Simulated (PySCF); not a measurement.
## Bond length, frequency and bond energy of CaZn⁺ by level of theory

State: ²Σ⁺ (doublet), unpaired electrons σ ↑. Set-up: PySCF, no relativity, basis sets Ca pcseg-1, Zn pcseg-1. De refers to Ca⁺ + Zn in their ground configurations, without counterpoise correction. The functionals are run spin-unrestricted. A positive dipole points towards Zn; it is taken about the centre of mass and depends on that origin.

| Level | Re (Å) | ωe (cm⁻¹) | De (eV) | μ (D) | CPU s a point (SCF and correlation, without the integrals) |
| --- | --- | --- | --- | --- | --- |
| ROHF | 3.508 | 95.3 | 0.261 | -5.45 | 0.15 |
| ROHF-MP2 | 3.283 | 119 | 0.426 | n/a | 0.3 |
| ROHF-SCS-MP2 | 3.310 | 116 | 0.402 | n/a | n/a |
| PBE | 3.205 | 125 | 0.62 | -5.61 | 0.72 |
| revPBE | 3.249 | 120 | 0.56 | -5.67 | 0.55 |
| r²SCAN | 3.193 | 129 | 0.58 | -5.60 | 0.96 |
| PBE0 | 3.241 | 124 | 0.55 | -5.54 | 1.4 |
| M06 | 3.221 | 121 | 0.451 | -6.51 | 3.4 |
| M06-2X | 3.329 | 117 | 0.60 | -5.19 | 1.1 |
| CAM-B3LYP | 3.260 | 117 | 0.449 | -5.62 | 1.6 |

**Question.** What does a quarter of exact exchange do here, going from PBE to PBE0?

**Answer.** PBE0 less PBE: +3.6 pm in Re, -0.8 % in ωe, -0.07 eV in De. Exact exchange removes part of the self-interaction that spreads semilocal densities, and in most molecules shortens and stiffens the bond and lowers De; here Re goes the other way.

**Question.** What does the step from GGA to meta-GGA do here, going from PBE to r²SCAN?

**Answer.** r²SCAN less PBE: -1.2 pm in Re, +3.2 % in ωe, -0.04 eV in De. 

**Question.** What does second-order correlation do here, going from ROHF to ROHF-MP2?

**Answer.** ROHF-MP2 less ROHF: -22.5 pm in Re, +24.9 % in ωe, +0.16 eV in De. Correlation nearly always deepens the well. The bond shortens, as in weak, metallic or heavy-atom bonds, where dispersion and the correlation of outer-core electrons pull the atoms together.

Correlated steps freeze 10 core orbitals. Correlated levels converge slowly with the basis: in double zeta they bind strong bonds too weakly, by up to about 1 eV, and carry superposition errors of some tenths. For an ion De counts to the pair picked by the measured ionisation energies or electron affinities, which need not be the lowest pair at this level. The state is the lowest determinant that a PBE0 search found; another state may lie lower at other levels.

The whole job (state search and all levels along the bond) took about 3.7 min on 1 thread of Oxide Virtual Turin-like (shared host), peak memory 0.81 GiB.
